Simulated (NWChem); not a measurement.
All runs are NWChem calculations. System: H6B2, charge 0, spin multiplicity 1, at a geometry optimised with B3LYP/def2-SVP. The structure started from a generated list of species. Level: TDA-BHandHLYP/def2-SVPD.

Job file:

```
start mol
memory heap 200 mb stack 900 mb global 1100 mb
geometry units angstroms nocenter noautoz
  B      0.000000     0.000000    -0.888533
  B      0.000000     0.000000     0.888533
  H      0.000000     0.988328     0.000000
  H      1.049361     0.000000    -1.473478
  H     -1.049361     0.000000    -1.473478
  H      0.000000    -0.988328     0.000000
  H      1.049361     0.000000     1.473478
  H     -1.049361     0.000000     1.473478
  symmetry group D2h
end
basis spherical
  * library def2-svpd
end
dft
  xc bhlyp
  semidirect memsize 60000000 filesize 0
  iterations 100
end
tddft
  cis
  nroots 5
  notriplet
  thresh 1e-4
end
task tddft energy
```

Output (cleaned and shortened):

```
             Northwest Computational Chemistry Package (NWChem) 7.3.0
             --------------------------------------------------------

                                NWChem Input Module
                                -------------------

 Scaling coordinates for geometry "geometry" by  1.889725989
 (inverse scale =  0.529177249)

 Turning off AUTOSYM since
 SYMMETRY directive was detected!

                             Geometry "geometry" -> ""
                             -------------------------

 Output coordinates in angstroms (scale by  1.889725989 to convert to a.u.)

  No.       Tag          Charge          X              Y              Z
 ---- ---------------- ---------- -------------- -------------- --------------
    1 B                    5.0000     0.00000000     0.00000000    -0.88853300
    2 B                    5.0000     0.00000000     0.00000000     0.88853300
    3 H                    1.0000     0.00000000     0.98832800     0.00000000
    4 H                    1.0000     1.04936100     0.00000000    -1.47347800
    5 H                    1.0000    -1.04936100     0.00000000    -1.47347800
    6 H                    1.0000     0.00000000    -0.98832800     0.00000000
    7 H                    1.0000     1.04936100     0.00000000     1.47347800
    8 H                    1.0000    -1.04936100     0.00000000     1.47347800

 Effective nuclear repulsion energy (a.u.)      31.7896694091

            Nuclear Dipole moment (a.u.)
            ----------------------------
        X                 Y               Z
 ---------------- ---------------- ----------------
     0.0000000000     0.0000000000     0.0000000000

      Symmetry information
      --------------------

 Group name             D2h
 Group number             26
 Group order               8
 No. of unique centers     3

      Symmetry unique atoms

     1    3    4


 Summary of "ao basis" -> "" (spherical)
 ------------------------------------------------------------------------------
       Tag                 Description            Shells   Functions and Types
 ---------------- ------------------------------  ------  ---------------------
 *                         def2-svpd                  on all atoms

                                 NWChem DFT Module
                                 -----------------

 Summary of "ao basis" -> "ao basis" (spherical)
 ------------------------------------------------------------------------------
       Tag                 Description            Shells   Functions and Types
 ---------------- ------------------------------  ------  ---------------------
 B                         def2-svpd                 8       20   4s2p2d
 H                         def2-svpd                 4        8   2s2p

 Summary of "ao basis" -> "ao basis" (spherical)
 ------------------------------------------------------------------------------
       Tag                 Description            Shells   Functions and Types
 ---------------- ------------------------------  ------  ---------------------
 B                         def2-svpd                 8       20   4s2p2d
 H                         def2-svpd                 4        8   2s2p

      Symmetry analysis of basis
      --------------------------

        ag         20
        au          4
        b1g         6
        b1u        18
        b2g        10
        b2u        10
        b3g         8
        b3u        12

            General Information
            -------------------
[...]
  Convergence criterion met

  Ground state ag        -53.201441833919 a.u.

  ----------------------------------------------------------------------------
  Root   1 singlet b1g            0.261635096 a.u.                7.1195 eV
  ----------------------------------------------------------------------------
     Transition Moments    X -0.00000   Y  0.00000   Z  0.00000
     Transition Moments   XX  0.00000  XY -1.41957  XZ -0.00000
     Transition Moments   YY  0.00000  YZ -0.00000  ZZ  0.00000
     Dipole Oscillator Strength                    0.0000000000
     Electric Quadrupole                           0.0000001922
     Magnetic Dipole                               0.0000049216
     Total Oscillator Strength                     0.0000051138

          sigma_e =   1.8046 Angstrom
          sigma_h =   1.8013 Angstrom
         |d_h->e| =   0.0000 Angstrom
            d_exc =   2.4555 Angstrom
            d_CD1 =   0.0033 Angstrom
            d_CD2 =  -1.8029 Angstrom
            d_CD3 =   2.4555 Angstrom
     Pearson C.C. =   0.0726

     Occ.    6  b3u ---  Virt.   22  b2u     -0.05448
     Occ.    8  b2g ---  Virt.    9  b3g     -0.98833
     Occ.    8  b2g ---  Virt.   21  b3g      0.11458
  ----------------------------------------------------------------------------
  Root   2 singlet b3g            0.302235045 a.u.                8.2242 eV
  ----------------------------------------------------------------------------
     Transition Moments    X -0.00000   Y -0.00000   Z  0.00000
     Transition Moments   XX -0.00000  XY -0.00000  XZ -0.00000
     Transition Moments   YY -0.00000  YZ  2.00587  ZZ  0.00000
     Dipole Oscillator Strength                    0.0000000000
     Electric Quadrupole                           0.0000005915
     Magnetic Dipole                               0.0000113344
     Total Oscillator Strength                     0.0000119260

          sigma_e =   1.7701 Angstrom
          sigma_h =   1.6963 Angstrom
         |d_h->e| =   0.0000 Angstrom
            d_exc =   2.3967 Angstrom
            d_CD1 =   0.0739 Angstrom
            d_CD2 =  -1.7332 Angstrom
            d_CD3 =   2.3967 Angstrom
     Pearson C.C. =   0.0444

     Occ.    3  ag  ---  Virt.    9  b3g      0.06983
     Occ.    7  ag  ---  Virt.    9  b3g     -0.98431
     Occ.    7  ag  ---  Virt.   21  b3g      0.13182
  ----------------------------------------------------------------------------
  Root   3 singlet au             0.317898792 a.u.                8.6505 eV
  ----------------------------------------------------------------------------
     Transition Moments    X -0.00000   Y  0.00000   Z -0.00000
     Transition Moments   XX -0.00000  XY -0.00000  XZ -0.00000
     Transition Moments   YY  0.00000  YZ -0.00000  ZZ -0.00000
     Dipole Oscillator Strength                    0.0000000000
     Electric Quadrupole                           0.0000000000
     Magnetic Dipole                               0.0000000000
     Total Oscillator Strength                     0.0000000000

          sigma_e =   1.8049 Angstrom
          sigma_h =   1.6945 Angstrom
         |d_h->e| =   0.0000 Angstrom
            d_exc =   2.3118 Angstrom
            d_CD1 =   0.1103 Angstrom
            d_CD2 =  -1.7497 Angstrom
            d_CD3 =   2.3118 Angstrom
     Pearson C.C. =   0.1283

     Occ.    6  b3u ---  Virt.    9  b3g      0.98179
     Occ.    6  b3u ---  Virt.   21  b3g     -0.11875
     Occ.    8  b2g ---  Virt.   17  b2u     -0.09059
     Occ.    8  b2g ---  Virt.   22  b2u      0.08660
     Occ.    8  b2g ---  Virt.   39  b2u     -0.05256
  ----------------------------------------------------------------------------
  Root   4 singlet b2g            0.332698624 a.u.                9.0532 eV
  ----------------------------------------------------------------------------
     Transition Moments    X  0.00000   Y -0.00000   Z -0.00000
     Transition Moments   XX -0.00000  XY  0.00000  XZ -1.51420
     Transition Moments   YY -0.00000  YZ -0.00000  ZZ -0.00000
     Dipole Oscillator Strength                    0.0000000000
     Electric Quadrupole                           0.0000004496
     Magnetic Dipole                               0.0000004264
     Total Oscillator Strength                     0.0000008761

          sigma_e =   3.0533 Angstrom
          sigma_h =   1.8015 Angstrom
         |d_h->e| =   0.0000 Angstrom
            d_exc =   3.4333 Angstrom
            d_CD1 =   1.2518 Angstrom
            d_CD2 =  -2.4274 Angstrom
            d_CD3 =   3.4333 Angstrom
     Pearson C.C. =   0.0709

     Occ.    6  b3u ---  Virt.   11  b1u     -0.09020
     Occ.    8  b2g ---  Virt.   10  ag       0.97788
     Occ.    8  b2g ---  Virt.   12  ag      -0.09069
     Occ.    8  b2g ---  Virt.   14  ag      -0.12372
     Occ.    8  b2g ---  Virt.   24  ag      -0.09136
  ----------------------------------------------------------------------------
  Root   5 singlet b3u            0.365190127 a.u.                9.9373 eV
  ----------------------------------------------------------------------------
     Transition Moments    X  0.77997   Y -0.00000   Z  0.00000
     Transition Moments   XX -0.00000  XY  0.00000  XZ -0.00000
     Transition Moments   YY -0.00000  YZ  0.00000  ZZ -0.00000
     Dipole Oscillator Strength                    0.1481104111
     Electric Quadrupole                           0.0000000000
     Magnetic Dipole                               0.0000000000
     Total Oscillator Strength                     0.1481104111

          sigma_e =   3.7291 Angstrom
          sigma_h =   1.7923 Angstrom
         |d_h->e| =   0.0000 Angstrom
            d_exc =   3.7169 Angstrom
            d_CD1 =   1.9368 Angstrom
            d_CD2 =  -2.7607 Angstrom
            d_CD3 =   3.7169 Angstrom
     Pearson C.C. =   0.2471

     Occ.    6  b3u ---  Virt.   10  ag      -0.27989
     Occ.    6  b3u ---  Virt.   14  ag      -0.08506
     Occ.    7  ag  ---  Virt.   15  b3u     -0.06766
     Occ.    8  b2g ---  Virt.   11  b1u      0.94303
     Occ.    8  b2g ---  Virt.   20  b1u     -0.08960
     Occ.    8  b2g ---  Virt.   25  b1u     -0.07870

              Target root =      1
          Target symmetry = none
      Ground state energy =    -53.201441833919
        Excitation energy =      0.261635096242
     Excited state energy =    -52.939806737678

  stored tddft:energy   -52.939806737677728

 Task  times  cpu:       38.2s     wall:       38.2s

 Total times  cpu:       38.2s     wall:       38.2s
```
